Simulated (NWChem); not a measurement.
## Basis-set convergence for PbS

```xyz
2

Pb     0.0000     0.0000     0.3768
S      0.0000     0.0000    -1.9313
```
Charge 0, spin multiplicity 1.

The numbers come from NWChem runs, not from measurements. All single points use one geometry, from PBE0/def2-SVP with def2 effective core potentials on Pb, a minimum by its harmonic frequencies.

Quantity: vertical ionisation energy at the level ΔCCSD(T) (Δ: difference of total energies, the cation a doublet at the parent's geometry with its hole in an orbital of symmetry a1 (C2v labels); it is the state that the SCF runs reached, from PBE0 orbitals for Hartree-Fock references, and need not be the lowest).

Effective core potentials replace the inner electrons of Pb; spin-orbit coupling is left out. The correlated methods keep 9 core orbitals frozen. The structure started from a generated list of species. The stability of the SCF solutions was not checked. Open-shell Hartree-Fock references start from PBE0 orbitals; any time given for them includes that run.

Relative cost: rough, from shared machines, SCF included, def2-SVP = 1.

Problem. In def2-TZVPP the value is 9.30 eV. Among def2-SVP, def2-SVPD, def2-TZVP, which is the smallest basis within 0.1 eV of it?

Solution. def2-SVPD, with 59 functions against 92 and about 30 % of the time (also within reach: def2-TZVP). def2-TZVPP isn't the basis-set limit itself, and a small set can land close by cancellation.

| basis | functions | vertical ionisation energy (eV) | relative cost |
|---|---|---|---|
| def2-SVP | 44 | 9.12 | 1 |
| def2-SVPD | 59 | 9.31 | under 3 |
| def2-TZVP | 87 | 9.30 | 4 |
| def2-TZVPP | 92 | 9.30 | 5 |
